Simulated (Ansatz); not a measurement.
Compare A (`C[SiH](N)[CH2][AlH2]`) with its isomer B (`[CH3][AlH][NH][SiH2]C`).

Computed with Ansatz on PBE0-D4/def2-TZVP structures; ΔE is electronic, products minus reactants. CCSD(T)/CBS is the MP2 limit (def2-TZVPP, def2-QZVPP) plus CCSD(T) − MP2 in def2-TZVPP, frozen cores. Functionals use def2-TZVPP. B3LYP here is the variant with VWN-RPA as its local correlation; programs differ in this. Each species was taken in one conformer, which may not be the lowest.

Which isomer does CCSD(T)/CBS put lower? Give the gap. (Best estimate.)

Ansatz gave: B, by 97.5 kJ/mol.

Give E(B) − E(A) in kJ/mol with CCSD/def2-TZVPP, CCSD(T)/def2-SVP, LDA (SPW92), HF/def2-TZVPP, ωB97M-V, B3LYP-D4, MP2/def2-TZVPP. (Estimate.)

The calculation gave: CCSD/def2-TZVPP -100.4, CCSD(T)/def2-SVP -108.1, LDA (SPW92) -90.4, HF/def2-TZVPP -106.4, ωB97M-V -94.7, B3LYP-D4 -99.1, MP2/def2-TZVPP -99.9. None reverses the order clearly.

Does the order hold for the free energy at 298.15 K (harmonic terms from PBE0-D4)? (Best estimate.)

The calculation gave: Yes: G(B) − G(A) = -93.9 kJ/mol, for one conformer each. Modes under 60 cm⁻¹, often nearly free rotors, make the harmonic entropy too high.

Largest T1 diagnostic: 0.011.

At CCSD(T), def2-SVP lies −10.7 kJ/mol from the extrapolated value and def2-TZVPP −2.0 kJ/mol. In def2-TZVPP, CCSD(T) changes the Hartree–Fock value by +6.9 kJ/mol (the triples alone add +1.0 kJ/mol) and MP2 by +6.5 kJ/mol.
